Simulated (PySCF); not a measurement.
From one molecule to another.

First species: C₅H₉ClO₂Si₂.
Numbering: `[Cl:1][CH2:2][SiH2:3][O:4][SiH2:5][c:6]1[cH:7][cH:8][cH:9][o:10]1` (hydrogens: H11, H12 on C2; H13, H14 on Si3; H15, H16 on Si5; H17 on C7; H18 on C8; H19 on C9)

Structure used (GFN2-xTB), in Å, numbered top down from 1:
```xyz
19
C5H9ClO2Si2 angstrom
Cl     1.212    0.928   -1.775
C      2.124    0.932   -0.240
Si     2.559   -0.863    0.255
O      1.207   -1.721    0.457
Si    -0.390   -2.012    0.300
C     -1.306   -0.379    0.225
C     -2.333    0.087   -0.553
C     -2.574    1.422   -0.162
C     -1.678    1.681    0.829
O     -0.915    0.607    1.072
H      3.001    1.553   -0.404
H      1.487    1.423    0.493
H      3.311   -1.491   -0.826
H      3.218   -0.840    1.558
H     -0.708   -2.772    1.508
H     -0.587   -2.739   -0.951
H     -2.846   -0.465   -1.314
H     -3.302    2.097   -0.565
H     -1.491    2.561    1.415
```

Second species: PhSCHF2, C7H6F2S.
InChI=1S/C7H6F2S/c8-7(9)10-6-4-2-1-3-5-6/h1-5,7H

Levels: PBE0/pcSseg-1 for dipole moment, HOMO energy, LUMO energy and HOMO–LUMO gap; GFN2-xTB for rotational constant A and rotational constant C. Geometries: GFN2-xTB. All species are isolated and taken at one optimised geometry, non-relativistic unless stated. Electronic properties by PySCF.

The conformers computed, where there is a choice (atom-mapped SMILES and torsion angles):
- `[Cl:1][CH2:2][SiH2:3][O:4][SiH2:5][c:6]1[cH:7][cH:8][cH:9][o:10]1`: Cl1–C2–Si3–O4 -61°, C2–Si3–O4–Si5 16°, Si3–O4–Si5–C6 -29°, O4–Si5–C6–C7 137°
- `[F:1][CH:2]([F:3])[S:4][c:5]1[cH:6][cH:7][cH:8][cH:9][cH:10]1`: F1–C2–S4–C5 59°, C2–S4–C5–C6 2°

Problem. Which has the higher HOMO energy?

Solution. The second: -6.68 eV against -6.77 eV, a difference of 0.09 eV.

Problem. Which of the two has the higher HOMO–LUMO gap, and by how much?

Solution. The first: 6.38 eV against 6.24 eV, a difference of 0.14 eV.

Problem. Which has the higher dipole moment?

Solution. The first: 1.27 D against 0.55 D, a difference of 0.72 D.

Problem. Which has the higher rotational constant C?

Solution. The second: 0.632 GHz against 0.536 GHz, a difference of 0.096 GHz.

Problem. Which has the higher rotational constant A?

Solution. The second: 2.396 GHz against 1.141 GHz, a difference of 1.255 GHz.

On the first: The dipole matches unit charges of opposite sign 0.27 Å apart (1 e·Å = 4.8032 D).

On the second: The dipole equals about 1.8 × 10⁻³⁰ C·m (1 D = 3.33564 × 10⁻³⁰ C·m). GFN2-xTB frequencies show an imaginary mode (26i cm⁻¹), so this geometry is no minimum at that level.
